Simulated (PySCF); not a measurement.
Al(H)2(NHMe) (CH6AlN), SMILES C[NH][AlH2].

Geometry: B3LYP-D3(BJ)/def2-TZVP.

Calculation: B3LYP-D3(BJ)/def2-TZVP (PySCF).

Frequencies are harmonic and unscaled.

```json
[
 {"mode": "1", "ν (cm⁻¹)": "176", "IR (km/mol)": "1.7", "moving atoms (share of kinetic energy)": "H 79 %, N 17 %"},
 {"mode": "2", "ν (cm⁻¹)": "226", "IR (km/mol)": "1.2", "moving atoms (share of kinetic energy)": "H 42 %, N 25 %, C 23 %, Al 11 %"},
 {"mode": "3", "ν (cm⁻¹)": "269", "IR (km/mol)": "5.2", "moving atoms (share of kinetic energy)": "H 82 %, N 14 %"},
 {"mode": "4", "ν (cm⁻¹)": "543", "IR (km/mol)": "74.1", "moving atoms (share of kinetic energy)": "H 71 %, Al 17 %, C 8 %"},
 {"mode": "5", "ν (cm⁻¹)": "568", "IR (km/mol)": "160.8", "moving atoms (share of kinetic energy)": "H 86 %, N 11 %"},
 {"mode": "6", "ν (cm⁻¹)": "597", "IR (km/mol)": "108.3", "moving atoms (share of kinetic energy)": "H 90 %, Al 10 %"},
 {"mode": "7", "ν (cm⁻¹)": "710", "IR (km/mol)": "20.1", "moving atoms (share of kinetic energy)": "H 40 %, N 33 %, Al 18 %, C 9 %"},
 {"mode": "8", "ν (cm⁻¹)": "790", "IR (km/mol)": "255.5", "moving atoms (share of kinetic energy)": "H 73 %, Al 19 %"},
 {"mode": "9", "ν (cm⁻¹)": "1087", "IR (km/mol)": "17.1", "moving atoms (share of kinetic energy)": "H 86 %, C 10 %"},
 {"mode": "10", "ν (cm⁻¹)": "1124", "IR (km/mol)": "99.3", "moving atoms (share of kinetic energy)": "N 50 %, C 35 %, H 12 %"},
 {"mode": "11", "ν (cm⁻¹)": "1143", "IR (km/mol)": "0.1", "moving atoms (share of kinetic energy)": "H 76 %, C 18 %"},
 {"mode": "12", "ν (cm⁻¹)": "1400", "IR (km/mol)": "28.5", "moving atoms (share of kinetic energy)": "H 71 %, N 18 %, C 11 %"},
 {"mode": "13", "ν (cm⁻¹)": "1466", "IR (km/mol)": "11.3", "moving atoms (share of kinetic energy)": "H 86 %, C 13 %"},
 {"mode": "14", "ν (cm⁻¹)": "1494", "IR (km/mol)": "2.3", "moving atoms (share of kinetic energy)": "H 96 %"},
 {"mode": "15", "ν (cm⁻¹)": "1521", "IR (km/mol)": "6.2", "moving atoms (share of kinetic energy)": "H 97 %"},
 {"mode": "16", "ν (cm⁻¹)": "1938", "IR (km/mol)": "91.7", "moving atoms (share of kinetic energy)": "H 98 %"},
 {"mode": "17", "ν (cm⁻¹)": "1945", "IR (km/mol)": "261.3", "moving atoms (share of kinetic energy)": "H 95 %"},
 {"mode": "18", "ν (cm⁻¹)": "2993", "IR (km/mol)": "93.7", "moving atoms (share of kinetic energy)": "H 97 %"},
 {"mode": "19", "ν (cm⁻¹)": "3028", "IR (km/mol)": "43.3", "moving atoms (share of kinetic energy)": "H 91 %, C 9 %"},
 {"mode": "20", "ν (cm⁻¹)": "3083", "IR (km/mol)": "23.2", "moving atoms (share of kinetic energy)": "H 91 %, C 9 %"},
 {"mode": "21", "ν (cm⁻¹)": "3556", "IR (km/mol)": "9.9", "moving atoms (share of kinetic energy)": "H 93 %"}
]
```
